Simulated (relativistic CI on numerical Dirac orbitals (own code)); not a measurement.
**One change at a time: Pr3+**

Base calculation: Dirac-Coulomb-Breit CI, separate exchange-only KLI orbitals for each configuration, model QED (radiative potential, 1s self-energy scaled to tabulated hydrogen-like ionisation energies), valence Slater integrals scaled by 0.85, P86 correlation energy added to each configuration.

Configuration list (outside the closed core [Kr] 4d10 5s2): 4f2 5p6, 4f 5p6 5d, 4f 5p6 6s, 4f2 5p5 5d, 4f 5p6 6p, 4f3 5p5, 4f 5p6 6d, 4f 5p6 7s, 4f 5p6 5f, 4f2 5p5 5f, 4f 5p6 7p, 4f2 5p5 5g, 4f2 5p5 6s, 4f 5p6 6f, 4f 5p6 7d, 5p6 5d 5f, 4f 5p6 8s, 4f 5p6 5g, 4f 5p6 8p, 5p6 5d 6p, 5p6 5g 6p, 4f2 5p5 6p, 5p6 6s 6p, 5p6 5f 5g, 5p6 5d2, 5p5 5d3, 5p6 5d 6s, 5p5 5d2 6s, 5p6 5f2, 5p5 5d 5f2, 5p6 6s2, 5p5 5d 6s2, 5p6 5g2, 5p5 5d 5g2, 5p6 5d 5g, 5p5 5d2 5g. Double excitations out of closed p, d and f shells are left out; levels of such configurations are missing from the list, as are those of other unlisted configurations, and high levels can miss mixing partners.

The lowest level and the first level of each name with at least 55 % of one term (blank where a level has no safe partner in the second run):

```csv
Level,Base (cm⁻¹),Shift (cm⁻¹)
4f2 5p6 3H_4,0.0,0.0
4f2 5p6 3H_5,2015.6,+15.7
4f2 5p6 3H_6,4120.6,+5.7
4f2 5p6 3F_2,5436.7,-501.7
4f2 5p6 3F_3,6727.6,-478.4
4f2 5p6 1D_2,18807.5,-1767.6
4f2 5p6 1I_6,23053.7,-2275.7
4f2 5p6 3P_0,23410.3,-2369.9
4f2 5p6 3P_1,23952.9,-2337.8
4f2 5p6 3P_2,24957.2,-2288.1
4f2 5p6 1S_0,51359.0,-5334.8
4f 5p6 5d 1G°_4,56262.6,-6.9
4f 5p6 5d 3F°_2,56446.3,-86.8
4f 5p6 5d 3G°_3,57732.5,-166.8
```

For a near-neutral ion this model can misplace configurations by up to about 10,000 cm⁻¹ (more where the count of f electrons changes) and terms by 10 to 25 % of their spread. Rates follow the energies as ν³ (E1, M1) or ν⁵ (E2), so they and the lifetimes can be off by large factors. The fine structure of a lone outer electron comes out too small, for d and f at times inverted, and misplaced configurations move strength between like terms. 41 of the 45 excited levels that our extract of the measured tables holds in this range could be paired (the sources list more); they are missed by 2867 cm⁻¹ on average and 5970 at most, and levels without a partner can miss by more. Some levels of the ground configuration have no partner and can miss by 10 % or more.

Problem. One thing was changed in a second run, which moved the levels as shown. Which?
A. no correlation estimate
B. QED terms removed
C. configuration mixing switched off
D. Breit term removed
E. valence Slater integrals scaled by 0.75

Solution. E. Valence Slater integrals scaled by 0.75. Scaling acts on the splittings between terms and on the mixing, and leaves the fine structure of pure LS terms nearly alone; in jj coupling it moves the levels of one term differently.

LS names give the leading component of a level, which can be under half, so a name can repeat, a term be missing and a line seem to break the LS rules.
